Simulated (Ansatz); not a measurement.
Isolated molecules relaxed with PBE0-D4/def2-TZVP in Ansatz; ΔE leaves out vibrations. CCSD(T)/CBS adds triple-zeta CCSD(T) − MP2 to the extrapolated MP2 energy (def2 sets, frozen cores). DFT in def2-TZVPP. B3LYP here is the variant with VWN-RPA as its local correlation; programs differ in this. Elements past krypton have def2 core potentials. For In outer-core shells are correlated without core-valence functions, which leaves a few kJ/mol of doubt a bond. Each species was taken in one conformer, which may not be the lowest.

`CCOC=O` + `[OH][In]([OH])[O][SiH3]` → `C[O][In]([OH])[O][SiH3]` + `COC=O`  (substitution at a C–C bond)

```json
{"species": "`CCOC=O`", "B3LYP-D4 energy (Eh)": "-268.50996"}
{"species": "`[OH][In]([OH])[O][SiH3]`", "B3LYP-D4 energy (Eh)": "-708.60878"}
{"species": "`C[O][In]([OH])[O][SiH3]`", "B3LYP-D4 energy (Eh)": "-747.92139"}
{"species": "`COC=O`", "B3LYP-D4 energy (Eh)": "-229.17247"}
```

Question: Work out ΔE.

Answer: ΔE = (-747.92139) + (-229.17247) − (-268.50996) − (-708.60878) = 0.02488 Eh = +65.3 kJ/mol. CCSD(T)/CBS gives +75.0 kJ/mol.

Largest T1 diagnostic among the species: 0.016.

In def2-TZVPP, CCSD(T) changes the Hartree–Fock value by +7.9 kJ/mol (the triples alone add +0.4 kJ/mol) and MP2 by +13.6 kJ/mol.
